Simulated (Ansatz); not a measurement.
This geometry of AsGaH$_{5}$N (8 atoms, charge 0, multiplicity 1) is a first-order saddle point.

Theory: Ansatz 0.2.0, RKS LDA/def2-SVPD.

```xyz
8
Properties=species:S:1:pos:R:3
N -1.318 0.885 -0.797
Ga 0.133 0.765 0.258
As 1.059 -1.299 0.519
H -1.752 0.098 -1.281
H -1.799 1.767 -0.977
H 0.788 1.955 0.995
H 2.265 -1.568 1.365
H 0.625 -2.604 -0.081
```

Q: Which two structures does it join? (They come from a converged band through this point; their orientation in space is the band's.)

A: No bond is made or broken. The height of As3 over the plane of its neighbours goes from 0.97 to -0.97 Å. The two ends are copies of one structure, up to a mirror image or an exchange of like atoms. The height can change sign by an inversion or by a turn that exchanges like atoms.

First end point:

```xyz
8
Properties=species:S:1:pos:R:3
N -1.204 0.764 -0.760
Ga 0.334 0.665 0.183
As 1.547 -1.387 0.056
H -1.614 -0.017 -1.275
H -1.778 1.607 -0.820
H 0.789 1.969 0.910
H 1.687 -1.409 1.584
H 0.240 -2.192 0.122
```

Last end point:

```xyz
8
Properties=species:S:1:pos:R:3
N -1.200 0.762 -0.759
Ga 0.167 0.630 0.414
As 0.761 -1.565 1.141
H -1.674 -0.040 -1.179
H -1.575 1.650 -1.098
H 0.774 1.971 0.936
H 2.234 -1.281 0.813
H 0.513 -2.126 -0.267
```

Q: How far does it lie above each of them?

A: 0.88 eV above the first and 0.88 eV above the second. This is the barrier of this one path; another mechanism may lie lower.

Time of the run: 2.5 min on 2 threads of AMD EPYC 9R14 (Zen 4) (shared host), peak memory 0.21 GiB.
